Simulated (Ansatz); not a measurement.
```yaml
crystal:
  periodic: [false, false, false]
  atoms:
    - {symbol: C, position_ang: [-1.978320, 0.819695, 0.659824]}
    - {symbol: S, position_ang: [-0.455506, 1.450509, -0.260634]}
    - {symbol: Si, position_ang: [0.617642, -0.799764, 0.095600]}
    - {symbol: C, position_ang: [2.286970, -0.379694, 0.559984]}
    - {symbol: Al, position_ang: [-0.349542, -0.016197, -1.815342]}
    - {symbol: H, position_ang: [-2.734516, 1.743764, 0.512980]}
    - {symbol: H, position_ang: [-2.141873, 0.885159, 1.804566]}
    - {symbol: H, position_ang: [-2.300516, -0.260856, 0.054051]}
    - {symbol: H, position_ang: [0.077754, -1.463929, 1.130633]}
    - {symbol: H, position_ang: [2.782047, -0.037634, 1.826174]}
    - {symbol: H, position_ang: [2.732047, -0.037634, 1.826174]}
    - {symbol: H, position_ang: [2.969775, 0.092081, 0.041134]}
    - {symbol: H, position_ang: [0.530078, 0.200634, -3.089059]}
    - {symbol: H, position_ang: [-2.051754, -0.286845, -2.355094]}
basis:
  gaussian: {orbitals: cc-pVDZ}
total_charge: 1
magnetization: {spin_polarized: true, initial_magnetization: 1}
hamiltonian: {xc: {name: PBE0-DH}, pseudopotentials: {relativity: scalar}}
output: {forces: true}
```

```sh
$ ansatz run in.yaml --threads 4 --pin off --events-out ev --progress --plain --max-ram 10444MiB
```

Shortened log:

```
Functional definition: PBE0-DH
1204 factors; integrals over basis functions are off by at most 1.3e-3 eV
mean field evaluation 1: about -27290.4785 eV, gradient 4.1e1 eV
mean field evaluation 2: about -27290.5475 eV, gradient 4.1e1 eV
mean field evaluation 4: about -27299.3992 eV, gradient 1.7e1 eV
mean field evaluation 8: about -27303.2471 eV, gradient 2.1e0 eV
mean field evaluation 16: about -27303.3606 eV, gradient 8.0e-2 eV
mean field evaluation 32: about -27303.3614 eV, gradient 7.4e-4 eV
mean field -27303.36144456 eV, -1003.3800262047 hartree, gradient 8.5e-6 eV, S^2 0.783576; 4 other end points of the search recorded, 0 dependent functions left out
17 core orbitals not correlated: weight in the atoms' cores, before any rotation towards them, 1.000 or more for the frozen orbitals, at most 0.000 for the correlated occupied ones
reference -27303.36146844 eV, -1003.3800270822 hartree; 15, 14 occupied and 95, 96 virtual orbitals, 1204 factors
second order -20.16167511 eV of doubles, -0.00000000 eV of singles
Total energy: -27305.88167783 eV, -1003.4726430690 hartree
Relativity: scalar
Atom 0 at    -1.978320     0.819695     0.659824 Å, force    -3.078899     0.307553    -1.169970 eV/Å
Atom 1 at    -0.455506     1.450509    -0.260634 Å, force    -0.010315     0.171547     3.667991 eV/Å
Atom 2 at     0.617642    -0.799764     0.095600 Å, force     1.416275     1.228008    -0.278610 eV/Å
Atom 3 at     2.286970    -0.379694     0.559984 Å, force    -4.069916    -2.871372     0.370868 eV/Å
Atom 4 at    -0.349542    -0.016197    -1.815342 Å, force    -2.938113    -0.898313    -5.332428 eV/Å
Atom 5 at    -2.734516     1.743764     0.512980 Å, force     1.227440    -2.294856    -0.819000 eV/Å
Atom 6 at    -2.141873     0.885159     1.804566 Å, force     1.732144    -0.896802    -1.433698 eV/Å
Atom 7 at    -2.300516    -0.260856     0.054051 Å, force     0.404090     3.455418     2.136966 eV/Å
Atom 8 at     0.077754    -1.463929     1.130633 Å, force    -1.767964    -1.453076     2.838603 eV/Å
Atom 9 at     2.782047    -0.037634     1.826174 Å, force  5745.504236     0.243561    -0.576689 eV/Å
Atom 10 at     2.732047    -0.037634     1.826174 Å, force -5745.283384     0.038554     1.667142 eV/Å
Atom 11 at     2.969775     0.092081     0.041134 Å, force     4.593342     2.988079    -2.317903 eV/Å
Atom 12 at     0.530078     0.200634    -3.089059 Å, force     0.587357     0.185880     0.172221 eV/Å
Atom 13 at    -2.051754    -0.286845    -2.355094 Å, force     1.683706    -0.204180     1.074507 eV/Å
Dipole moment:     0.727635    -0.173649     1.023744 e Å
```

(1) Something in this input is off. What?

## Answers

(1) One atom was put on top of another. The run converged. The result belongs to that input, not to the molecule as meant.
